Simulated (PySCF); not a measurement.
**Se⁺ (selenium, charge +1) across methods**

[Ar] 3d10 4s1 4p4, high-spin 4P determinant (an excited configuration). Computed with PySCF 2.14 in aug-cc-pVQZ-PP with ECP10MDF, with scalar relativity through the core potential.

```json
{"method": "r2SCAN", "E (hartree)": "-372.2479", "mean ε 4s α (eV)": "-29.996", "mean ε 4p α (eV)": "-17.677", "mean ε 4p β (eV)": "-14.709", "Σ⟨r²⟩ (bohr²)": "31.37", "⟨S²⟩": "3.757"}
{"method": "LC-wPBE", "E (hartree)": "-372.4049", "mean ε 4s α (eV)": "-34.744", "mean ε 4p α (eV)": "-21.438", "mean ε 4p β (eV)": "-18.213", "Σ⟨r²⟩ (bohr²)": "31.41", "⟨S²⟩": "3.753"}
{"method": "wB97X-V", "E (hartree)": "-372.3235", "mean ε 4s α (eV)": "-34.037", "mean ε 4p α (eV)": "-20.854", "mean ε 4p β (eV)": "-17.872", "Σ⟨r²⟩ (bohr²)": "31.58", "⟨S²⟩": "3.754"}
{"method": "LDA", "E (hartree)": "-371.7941", "mean ε 4s α (eV)": "-29.000", "mean ε 4p α (eV)": "-17.147", "mean ε 4p β (eV)": "-14.732", "Σ⟨r²⟩ (bohr²)": "31.53", "⟨S²⟩": "3.753"}
{"method": "BLYP", "E (hartree)": "-372.3234", "mean ε 4s α (eV)": "-28.579", "mean ε 4p α (eV)": "-16.776", "mean ε 4p β (eV)": "-14.640", "Σ⟨r²⟩ (bohr²)": "31.63", "⟨S²⟩": "3.753"}
{"method": "PBE0", "E (hartree)": "-372.3314", "mean ε 4s α (eV)": "-31.319", "mean ε 4p α (eV)": "-18.587", "mean ε 4p β (eV)": "-15.511", "Σ⟨r²⟩ (bohr²)": "31.50", "⟨S²⟩": "3.754"}
{"method": "PBE", "E (hartree)": "-372.3573", "mean ε 4s α (eV)": "-28.829", "mean ε 4p α (eV)": "-17.089", "mean ε 4p β (eV)": "-14.623", "Σ⟨r²⟩ (bohr²)": "31.55", "⟨S²⟩": "3.753"}
{"method": "UHF", "E (hartree)": "-371.14929", "mean ε 4s α (eV)": "-38.061", "mean ε 4p α (eV)": "-22.428", "mean ε 4p β (eV)": "-16.840", "Σ⟨r²⟩ (bohr²)": "31.91", "⟨S²⟩": "3.764"}
```

Problem. Estimate the same row for revPBE.

Solution. E (hartree) = -372.4286; mean ε 4s α (eV) = -28.800; mean ε 4p α (eV) = -17.081; mean ε 4p β (eV) = -14.567; Σ⟨r²⟩ (bohr²) = 31.55; ⟨S²⟩ = 3.754.

Energies and moments cover only the electrons outside the core potential.
